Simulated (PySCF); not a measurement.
A PySCF script (with the pyscf-properties extension) for the NMR shieldings of `C=C(C)[SiH2][SiH2]P`, C₃H₁₁PSi₂, on a GFN2-xTB geometry:

```python
import basis_set_exchange as bse
import numpy as np
from pyscf import gto, dft
from pyscf.prop import nmr

atoms = """
C    -2.009502    1.435485    0.075300
C    -1.344433    0.288142    0.041686
C    -1.332868   -0.641098    1.216408
Si   -0.329822   -0.259137   -1.458884
Si    1.917141   -0.552199   -0.924745
P     2.317470   -0.259634    1.266277
H    -2.018916    2.112152   -0.762833
H    -2.579011    1.746657    0.939166
H    -0.316853   -0.733138    1.610362
H    -1.659275   -1.636471    0.917423
H    -1.980021   -0.282889    2.014996
H    -0.519676    0.735272   -2.522659
H    -0.909861   -1.518005   -1.951005
H     2.803272    0.327327   -1.704363
H     2.414205   -1.912361   -1.173363
H     3.639810    0.103191    1.114991
H     1.901341    1.058736    1.291332
"""
names = dict.fromkeys(["C", "Si", "P", "H"], "pcSseg-1")
basis = {el: gto.basis.parse(bse.get_basis(n, elements=[el], fmt="nwchem")) for el, n in names.items()}
mol = gto.M(atom=atoms, basis=basis, charge=0, verbose=0)
mf = dft.RKS(mol, xc="PBE0")
mf.grids.level = 2
mf.grids.alignment = dft.numint.BLKSIZE   # the property module wants whole blocks of grid points
mf.conv_tol = 1e-9
mf.kernel()

calc = nmr.RKS(mf)   # GIAO
C = mf.mo_coeff
Co = C[:, mf.mo_occ > 0]
resp = mf.gen_response(singlet=True, hermi=2)
def vind(x):   # induced exchange potential for any number of trial vectors
    d = np.einsum("pi,xij,qj->xpq", C, 2 * x.reshape(-1, C.shape[1], Co.shape[1]), Co, optimize=True)
    return np.einsum("xpq,pi,qj->xij", resp(d - d.transpose(0, 2, 1)), C, Co, optimize=True).ravel()
mo1, _ = nmr.rhf.solve_mo1(calc, with_cphf=vind)
sigma = calc.kernel(mo1)
for i, s in enumerate(sigma):   # ppm
    print("%2d %-2s %9.2f" % (i, mol.atom_pure_symbol(i), np.trace(s) / 3))
```

Q: Give the expected output.

A: 
```
 0 C      50.06
 1 C      38.46
 2 C     156.88
 3 Si    420.38
 4 Si    449.09
 5 P     629.11
 6 H      25.96
 7 H      25.66
 8 H      29.33
 9 H      29.75
10 H      29.74
11 H      27.51
12 H      27.34
13 H      27.48
14 H      27.88
15 H      30.41
16 H      30.78
```

These numbers come from an equivalent density-fitted implementation of the same equations, which agrees with the script to about 0.01 ppm for H and up to a few tenths of a ppm for heavy atoms, so last digits may differ.

Q: Turn these shieldings into chemical shifts. Scale: 13C (σ = 186.93 ppm), 29Si (σ = 349.16 ppm), 1H (σ = 31.72 ppm) vs TMS; 31P (σ = 318.38 ppm) vs H3PO4 (reference shieldings calculated alike).

A: Averaging equivalent atoms: C 1: 148.5; C 0: 136.9; C 2: 30.0; Si 3: -71.2; Si 4: -99.9; P 5: -310.7; H 7: 6.06; H 6: 5.76; H 11/12: 4.29; H 13/14: 4.04; H 8/9/10: 2.11; H 15/16: 1.12 ppm. Experimental scales use liquid or dissolved standards, which lie at an offset from isolated H3PO4.

Size and cost of the density-fitted run: 178 basis functions, 47 s wall time on 1 thread of an Arm Neoverse N1, shared host; peak memory 0.82 GiB.
